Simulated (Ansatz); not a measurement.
Species: AlI$_{2}$, charge 1, singlet. AlI2+ (SMILES [I][Al+][I]).
B3LYP-D3(BJ)/def2-TZVP minimum from Ansatz (a first-principles code):
```xyz
3

Al     0.0000     0.0000     0.0000
I      0.0000     0.0000     2.3695
I      0.0000     0.0000    -2.3695
```
Charge +1, spin multiplicity 1.

Total energies in def2-TZVPP, 16 correlated electrons, 23 frozen orbitals. UHF or UKS for unpaired electrons; spin-orbit terms are left out. Correlated methods leave the cores frozen (noble-gas shells, and filled d and f shells in the p block). Past Kr the def2 sets carry scalar-relativistic core potentials. Spin-orbit terms, left out, reach several kcal/mol for Br and I, and more for heavier atoms. The spin of AlI2+ ([I][Al+][I], singlet) was assumed, and the state is the lowest solution found for it.

```csv
method,program,energy (Eh),minus CCSDT(Q) (mEh)
HF,Ansatz,-835.09804,365.54
MP2,Ansatz,-835.41529,48.29
CCSD,Ansatz,-835.44474,18.84
CCSD(T),Ansatz,-835.46152,2.06
CCSDT(Q),Ansatz,-835.46358,0.00
```

Rough core times of Ansatz's runs on a shared machine: CCSD(T) under 20 s, CCSDT(Q) 20 min.
